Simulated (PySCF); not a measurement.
BH4O2, CH2AlBF, CH6OSi2, CH3BFSi (calculated)

Computed with PySCF 2.14.0. Calculation on a computer-drawn molecule: optimised geometry and harmonic frequencies of an isolated molecule of the commonest isotopes, restricted reference for singlets and unrestricted otherwise, frozen core in MP2.

Common to all runs: multiplicity 1.

```json
{"entry": 1, "formula": "BH4O2", "start_structure": {"atoms_angstrom": [["O", 1.6787, -0.497, -1.6914], ["B", 1.4313, -0.3755, -0.2114], ["O", 2.5313, -1.0593, 0.4989], ["H", 0.8601, -0.3922, -2.1413], ["H", 0.2995, -0.9066, 0.0433], ["H", 1.4099, 0.8198, 0.166], ["H", 2.6287, -1.9144, 0.1166]]}, "given": {"charge": -1, "method": "MP2", "basis": "aug-cc-pVDZ", "drawn_bonds_atom": [1, 2, 1, 2, 2, 3], "drawn_bonds_other_atom": [2, 3, 4, 5, 6, 7], "drawn_bonds_order": [1, 1, 1, 1, 1, 1]}, "results": {"optimised_atom_element": ["O", "B", "O", "H", "H", "H", "H"], "optimised_atom_x [angstrom]": [1.686, 1.422, 2.528, 0.8724, 0.2921, 1.445, 2.595], "optimised_atom_y [angstrom]": [-0.332, -0.3216, -1.078, -0.6459, -0.859, 0.8359, -1.925], "optimised_atom_z [angstrom]": [-1.71, -0.1946, 0.5063, -2.121, -0.008445, 0.2622, 0.04625], "modes_frequency [cm^-1]": [137.6, 231.9, 441.8, 781.4, 801.4, 858.6, 937.6, 1069, 1109, 1193, 1220, 2161, 2313, 3831, 3878], "modes_reduced_mass [dalton]": [1.216, 1.149, 3.285, 2.048, 2.167, 2.826, 1.161, 1.197, 1.273, 1.284, 1.156, 1.078, 1.072, 1.065, 1.066], "rotational_constants [GHz]": [36.17, 8.862, 7.801], "total_energy [hartree]": -177.3589, "convergence_status_largest_gradient_component [hartree/bohr]": 1.772e-05}}
{"entry": 2, "formula": "CH2AlBF", "start_structure": {"atoms_angstrom": [["F", -2.4196, 1.1383, 2.3545], ["B", -1.486, 1.1644, 1.6204], ["C", -0.2853, 1.0506, 0.7702], ["Al", 0.8012, -0.4973, 0.5804], ["H", 0.1166, 1.8766, 0.182], ["H", 1.6914, -1.7577, 0.3786]]}, "given": {"charge": 1, "method": "HF", "basis": "cc-pV(D+d)Z", "drawn_bonds_atom": [1, 2, 3, 3, 4], "drawn_bonds_other_atom": [2, 3, 4, 5, 6], "drawn_bonds_order": [1, 2, 1, 1, 1]}, "results": {"optimised_atom_element": ["F", "B", "C", "Al", "H", "H"], "optimised_atom_x [angstrom]": [-2.433, -1.41, -0.2649, 0.7944, 0.02429, 1.708], "optimised_atom_y [angstrom]": [1.239, 1.123, 0.9695, -0.4988, 1.865, -1.723], "optimised_atom_z [angstrom]": [2.313, 1.596, 0.8015, 0.5721, 0.2448, 0.3584], "modes_frequency [cm^-1]": [126.4, 364.8, 412.3, 458.0, 492.4, 524.5, 725.3, 952.7, 1172, 1860, 2164, 3253], "modes_reduced_mass [dalton]": [5.626, 1.289, 1.325, 1.245, 7.771, 4.865, 5.182, 1.362, 5.305, 11.42, 1.048, 1.084], "rotational_constants [GHz]": [38.99, 2.429, 2.286], "total_energy [hartree]": -404.8353, "convergence_status_largest_gradient_component [hartree/bohr]": 1.194e-05}}
{"entry": 3, "formula": "CH6OSi2", "start_structure": {"atoms_angstrom": [["O", -1.0851, -0.3012, -1.9849], ["C", -0.7553, 1.0121, -2.145], ["Si", 0.8498, 1.5426, -1.6183], ["Si", 2.3401, 0.3026, -0.3939], ["H", -2.0635, -0.3755, -2.1486], ["H", -1.3973, 1.6449, -2.7956], ["H", 1.034, 2.962, -1.9637], ["H", 2.9744, -0.6992, -1.2279], ["H", 1.7555, -0.2273, 0.7113], ["H", 3.4196, 1.2149, 0.0811]]}, "given": {"charge": 0, "method": "HF", "basis": "cc-pV(D+d)Z", "drawn_bonds_atom": [1, 2, 3, 1, 2, 3, 4, 4, 4], "drawn_bonds_other_atom": [2, 3, 4, 5, 6, 7, 8, 9, 10], "drawn_bonds_order": [1, 2, 1, 1, 1, 1, 1, 1, 1]}, "results": {"optimised_atom_element": ["O", "C", "Si", "Si", "H", "H", "H", "H", "H", "H"], "optimised_atom_x [angstrom]": [-1.303, -0.7213, 0.8999, 2.382, -2.196, -1.357, 1.278, 3.577, 1.674, 2.839], "optimised_atom_y [angstrom]": [-0.1152, 0.9879, 1.503, 0.333, -0.19, 1.581, 2.742, -0.1017, -0.8507, 1.187], "optimised_atom_z [angstrom]": [-1.571, -2.099, -1.818, -0.4369, -1.87, -2.754, -2.519, -1.198, 0.09654, 0.6844], "modes_frequency [cm^-1]": [51.36, 102.5, 122.1, 187.2, 378.0, 447.2, 522.1, 575.3, 595.3, 777.9, 861.9, 921.5, 981.2, 1015, 1035, 1258, 1330, 1584, 2303, 2309, 2330, 2356, 3285, 4168], "modes_reduced_mass [dalton]": [1.156, 5.334, 1.274, 1.797, 3.128, 5.689, 1.188, 1.174, 1.473, 1.277, 1.294, 2.287, 1.207, 1.037, 1.037, 2.395, 1.271, 1.655, 1.051, 1.028, 1.041, 1.042, 1.088, 1.067], "rotational_constants [GHz]": [8.229, 2.234, 1.793], "total_energy [hartree]": -694.0202, "convergence_status_largest_gradient_component [hartree/bohr]": 7.297e-06}}
{"entry": 4, "formula": "CH3BFSi", "start_structure": {"atoms_angstrom": [["B", -0.2195, -1.1667, -1.7332], ["C", 0.2014, 0.0549, -2.2822], ["Si", 0.0779, 1.776, -1.6779], ["F", -0.6521, 1.9206, -0.2856], ["H", -0.592, -2.2126, -1.36], ["H", 0.7516, -0.0988, -3.2458], ["H", 0.4955, 3.0828, -2.1487]]}, "given": {"charge": 1, "method": "HF", "basis": "cc-pV(D+d)Z", "drawn_bonds_atom": [1, 2, 3, 1, 2, 3], "drawn_bonds_other_atom": [2, 3, 4, 5, 6, 7], "drawn_bonds_order": [1, 2, 1, 1, 1, 1]}, "results": {"optimised_atom_element": ["B", "C", "Si", "F", "H", "H", "H"], "optimised_atom_x [angstrom]": [-0.2225, 0.2594, 0.05904, -0.6915, -0.6286, 0.7818, 0.5052], "optimised_atom_y [angstrom]": [-1.088, 0.09472, 1.663, 1.779, -2.058, 0.02457, 2.941], "optimised_atom_z [angstrom]": [-1.744, -2.353, -1.651, -0.2778, -1.225, -3.307, -2.175], "modes_frequency [cm^-1]": [142.6, 195.2, 389.4, 552.9, 666.3, 791.8, 808.6, 822.9, 905.0, 1052, 1086, 1495, 2494, 2981, 3285], "modes_reduced_mass [dalton]": [4.146, 2.789, 4.104, 1.18, 1.316, 2.261, 1.241, 1.335, 1.842, 2.913, 1.811, 6.261, 1.046, 1.126, 1.088], "rotational_constants [GHz]": [13.5, 4.563, 3.411], "total_energy [hartree]": -452.4194, "convergence_status_largest_gradient_component [hartree/bohr]": 1.986e-05}}
{"entry": 5, "formula": "CH6OSi2", "start_structure": {"atoms_angstrom": [["C", 1.0163, -1.5356, -0.6307], ["Si", 0.4806, -0.7418, 0.8508], ["O", -0.6323, 0.4415, 0.7834], ["Si", -1.7406, 1.3252, -0.0966], ["H", 1.7858, -2.3778, -0.6183], ["H", 0.6446, -1.3725, -1.5854], ["H", 0.839, -0.7745, 2.187], ["H", -0.9305, 2.1393, -1.0153], ["H", -2.6349, 0.4512, -0.7662], ["H", -2.3503, 2.135, 0.9689]]}, "given": {"charge": 0, "method": "HF", "basis": "cc-pV(D+d)Z", "drawn_bonds_atom": [1, 2, 3, 1, 1, 2, 4, 4, 4], "drawn_bonds_other_atom": [2, 3, 4, 5, 6, 7, 8, 9, 10], "drawn_bonds_order": [2, 1, 1, 1, 1, 1, 1, 1, 1]}, "results": {"optimised_atom_element": ["C", "Si", "O", "Si", "H", "H", "H", "H", "H", "H"], "optimised_atom_x [angstrom]": [1.061, 0.4827, -0.6532, -1.739, 1.827, 0.724, 0.9452, -1.03, -2.741, -2.4], "optimised_atom_y [angstrom]": [-1.584, -0.7452, 0.413, 1.372, -2.34, -1.43, -0.9616, 2.204, 0.5283, 2.234], "optimised_atom_z [angstrom]": [-0.5886, 0.748, 0.7426, -0.05243, -0.4503, -1.606, 2.12, -1.046, -0.7333, 0.9445], "modes_frequency [cm^-1]": [35.64, 73.34, 84.5, 308.3, 456.9, 586.3, 653.9, 723.5, 789.2, 794.8, 802.6, 950.5, 1038, 1040, 1059, 1068, 1175, 1488, 2331, 2336, 2348, 2412, 3296, 3389], "modes_reduced_mass [dalton]": [1.106, 3.87, 2.815, 2.786, 1.595, 5.706, 1.062, 1.362, 1.19, 1.231, 1.157, 1.269, 1.053, 1.057, 1.451, 2.696, 4.068, 1.245, 1.052, 1.044, 1.026, 1.043, 1.057, 1.113], "rotational_constants [GHz]": [14.17, 2.143, 1.903], "total_energy [hartree]": -694.1250, "convergence_status_largest_gradient_component [hartree/bohr]": 7.98e-06}}
```
